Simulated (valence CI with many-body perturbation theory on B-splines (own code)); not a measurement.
**Hf+: calculated level list**

Method: valence CI with perturbative core correlation (CI+MBPT): three valence electrons over a frozen Dirac-Fock core [Xe] 4f14, radial functions for each j: 7 s, 7 p, 8 d, 6 f, 4 g, 1 h, with the one-electron correlation potential Σ1 (screened to all orders), the two-electron term Σ2, the three-electron term Σ3, Breit, model QED; selected single and double excitations, second order for the rest, scaled by the run's own slope (own B-spline code, finite nucleus).

Set against measurement, 15 paired levels are off by 694 cm⁻¹ on average, the worst by 1298. These come from a selection out of the NIST Handbook of Basic Atomic Spectroscopic Data. Levels without a partner in it may be off by more, other configurations by 1,000 to 4,000 cm⁻¹. 3 measured levels below the end of the list, from 34942 cm⁻¹ on, found no clear computed partner.

Levels 91 to 135 of 234, with energies above the lowest level, 5d6s² ²D_3/2. "Leading %" is the weight of the configuration and term that name the level; weights of strongly mixed levels are sums over their largest components and can fall short. In the jj column 3d3/2^4 stands for four electrons in 3d with j = 3/2. Lifetimes count E1, E2, E3, M1 and M2 decay at the calculated energies, and are blank where another channel may lead or the interval is too uncertain; long ones can be off by a factor of two.

```csv
No.,Configuration,Term,J,E (eV),Leading %,Leading jj,Lifetime,g
91,5d²6p,⁴P°,5/2,6.687,67,5d3/2 5d5/2 6p3/2 (68 %),1.93 ns,1.428
92,5d²6p,²D°,5/2,6.730,35,5d5/2^2 6p1/2 (48 %),2.15 ns,1.033
93,5d²6p,²P°,3/2,6.759,52,5d3/2 5d5/2 6p3/2 (20 %),1.46 ns,1.293
94,5d²6p,²G°,9/2,6.772,65,5d3/2 5d5/2 6p3/2 (77 %),2.59 ns,1.052
95,5d²6p,²D°,3/2,6.894,43,5d3/2 5d5/2 6p3/2 (39 %),1.87 ns,0.990
96,5d²6p,²H°,11/2,6.904,94,5d3/2 5d5/2 6p3/2 (66 %),3.56 ns,1.094
97,5d²6p,²P°,1/2,7.031,73,5d5/2^2 6p3/2 (60 %),2.76 ns,0.713
98,5d²6p,²D°,5/2,7.121,49,5d5/2^2 6p3/2 (62 %),2.11 ns,1.217
99,5d²6p,²F°,7/2,7.154,55,5d5/2^2 6p3/2 (56 %),2.25 ns,1.139
100,5d²6p,²D°,3/2,7.524,50,5d3/2 5d5/2 6p3/2 (29 %),1.15 ns,0.828
101,5d²6p,²D°,5/2,7.702,28,5d3/2 5d5/2 6p3/2 (49 %),1.01 ns,1.061
102,5d²6p,²F°,5/2,7.931,37,5d5/2^2 6p3/2 (38 %),1.03 ns,1.002
103,5d²6p,²F°,7/2,7.936,46,5d5/2 6s 6p3/2 (26 %),1.02 ns,1.142
104,5d²6p,²P°,1/2,7.990,47,5d3/2 5d5/2 6p3/2 (37 %),958 ps,0.665
105,5d²6p,²P°,3/2,8.245,37,5d5/2^2 6p3/2 (34 %),937 ps,1.313
106,5d²7s,⁴F,3/2,8.460,71,5d3/2^2 7s (79 %),2.72 ns,0.514
107,5d²7s,⁴F,5/2,8.485,33,5d3/2^2 7s (73 %),2.75 ns,1.040
108,5d6s7s,⁴D,1/2,8.569,91,5d3/2 6s 7s (91 %),1.95 ns,0.001
109,5d²6p,²P°,1/2,8.612,80,5d5/2^2 6p1/2 (55 %),2.71 ns,0.668
110,5d6s7s,⁴D,3/2,8.612,77,5d3/2 6s 7s (80 %),2.03 ns,1.101
111,6s6p²,⁴P,1/2,8.678,79,6s 6p1/2^2 (55 %),5.48 ns,2.587
112,5d6s7s,⁴D,5/2,8.688,53,5d3/2 6s 7s (63 %),2.15 ns,1.250
113,5d²7s,⁴F,5/2,8.846,42,5d3/2 5d5/2 7s (77 %),3.00 ns,0.940
114,5d²7s,⁴F,7/2,8.868,76,5d3/2 5d5/2 7s (92 %),2.87 ns,1.221
115,5d6s7s,²D,3/2,8.903,42,5d3/2 6s 7s (42 %),2.12 ns,0.812
116,6s6p²,⁴P,3/2,8.978,48,6s 6p1/2 6p3/2 (48 %),4.22 ns,1.430
117,5d²7s,²D,3/2,9.017,19,5d3/2 6p1/2^2 (23 %),2.17 ns,0.813
118,5d6s7s,⁴D,5/2,9.056,30,5d5/2 6s 7s (53 %),2.28 ns,1.240
119,5d6s7s,²D,3/2,9.064,27,5d5/2 6s 7s (22 %),2.58 ns,0.908
120,5d6s7s,⁴D,7/2,9.066,90,5d5/2 6s 7s (90 %),1.97 ns,1.428
121,5d²6p,²P°,3/2,9.130,76,5d5/2^2 6p3/2 (60 %),1.94 ns,1.331
122,5d²7s,²F,7/2,9.157,38,5d5/2^2 7s (31 %),3.30 ns,1.114
123,5d²6d,²P,1/2,9.181,34,5d3/2^2 6d3/2 (65 %),1.96 ns,0.855
124,5d²7s,⁴F,9/2,9.185,90,5d5/2^2 7s (60 %),2.79 ns,1.326
125,5d6p²,⁴F,5/2,9.210,15,5d3/2 6p1/2 6p3/2 (37 %),3.00 ns,0.978
126,5d²6d,⁴G,5/2,9.236,44,5d3/2^2 6d3/2 (71 %),2.19 ns,0.809
127,5d6p²,²P,3/2,9.237,18,5d3/2 6p1/2 6p3/2 (34 %),1.74 ns,1.122
128,5d²6d,⁴H,7/2,9.239,52,5d3/2^2 6d3/2 (77 %),1.92 ns,0.792
129,6s6p²,⁴P,5/2,9.249,25,6s 6p1/2 6p3/2 (28 %),3.09 ns,1.230
130,5d²6d,⁴P,1/2,9.259,19,5d3/2^2 6d5/2 (47 %),2.15 ns,1.518
131,5d6s7s,²D,5/2,9.363,46,5d5/2 6s 7s (46 %),3.07 ns,1.294
132,5d²6d,⁴G,7/2,9.379,33,5d3/2^2 6d5/2 (48 %),2.61 ns,1.058
133,5d²6d,⁴H,9/2,9.410,44,5d3/2^2 6d5/2 (69 %),2.27 ns,1.033
134,6s²7s,²S,1/2,9.420,20,5d3/2 6p1/2 6p3/2 (21 %),1.80 ns,1.251
135,5d6s6d,²F,5/2,9.435,19,5d3/2^2 6d5/2 (18 %),3.41 ns,1.022
```

Names give the largest LS component (configuration and term), which can be under half, so a name can repeat, a term be missing and a line seem to break the LS rules; names also repeat where a configuration has a term twice.

Where two levels of one J and parity lie close, their mixing, g and order are uncertain.
